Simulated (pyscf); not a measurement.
# HB=PH, singlet

Gas-phase minimum from PySCF at ωB97X-D3(BJ)/def2-SVP, one conformer. 

```xyz
4

B      0.5095     0.6809     0.1443
P      0.8781     0.5260    -1.5015
H      0.1875     0.7516     1.2920
H     -0.3694    -0.0408    -0.8351
```

Bond lengths (Å): B1–P2 1.694, B1–H3 1.194, P2–H4 1.524. Angles (°): P2–B1–H3 176.4, B1–P2–H4 55.3.

Properties at ωB97X-D3(BJ)/def2-SVP:

```json
{
  "harmonic_wavenumbers_unscaled": "658, 757, 965, 1109, 2105, 2761 cm⁻¹",
  "zero_point_energy": "11.9 kcal/mol",
  "rotational_symmetry_number": "1",
  "Entropy of this conformer at 298 K and 1 atm, rigid rotor and harmonic oscillator, modes under 100 cm⁻¹ raised to 100": "237.6 J/(mol K)",
  "dipole_moment": "0.97 D"
}
```

Single-point totals, which compare only within one level (frozen core for MP2 and CC):

| level | total energy (hartree) |
|---|---|
| ωB97X-D3(BJ)/def2-TZVP | -367.39442 |
| PBE/def2-TZVP | -367.15830 |
| r²SCAN/def2-TZVP | -367.31457 |
| B3LYP-D3(BJ)/def2-TZVP | -367.38996 |
| PBE0-D3(BJ)/def2-TZVP | -367.19334 |
| M06-2X/def2-TZVP | -367.32852 |
| ωB97M-D3(BJ)/def2-TZVP | -367.41661 |
| HF/def2-TZVPP | -366.54078 |
| MP2/def2-TZVPP | -366.79092 |
| CCSD/def2-TZVPP | -366.81631 |
| CCSD(T)/def2-TZVPP | -366.83169 |

The CCSD(T) − MP2 part came from Ansatz, without density fitting, on the same reference.
